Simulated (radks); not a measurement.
Species: Ti13+. Configuration: 1s1 2s2 2p6 (not the ground configuration).

All-electron calculation, scalar-relativistic Kohn-Sham, BLYP, spin-polarised, spherical densities, finite nucleus; open shells are filled with parallel spins first; Fermi nuclear charge, rms radius 3.5921 fm. Program: a radial shooting solver on a logarithmic mesh with Libxc functionals.

Energy parts (eV):
part                      energy
total                 -16326.496
kinetic                16458.850
electron-nucleus      -36046.062
Hartree                 4000.676
exchange-correlation    -739.961

Orbitals (lengths in bohr, moments of r in powers of bohr; <r^-3> diverges for s and p1/2; r(90%) holds 90 % of the orbital's charge):
| orbital | occ. | eigenvalue (eV) | <r^-3> | r(90%) | <r^2> |
|---|---|---|---|---|---|
| 1s up | 1 | -5525.502 | - | 0.122 | 0.006270 |
| 2s up | 1 | -938.8620 | - | 0.476 | 0.1118 |
| 2s down | 1 | -932.6502 | - | 0.479 | 0.1131 |
| 2p up | 3 | -859.5325 | 317.3 | 0.439 | 0.08842 |
| 2p down | 3 | -855.3282 | 308.5 | 0.441 | 0.08940 |

The highest occupied level is 2p down at -855.33 eV. Spin moment in Bohr magnetons: 1.

Empty levels of this run are not shown, since the potential may be unsettled where no density lies.
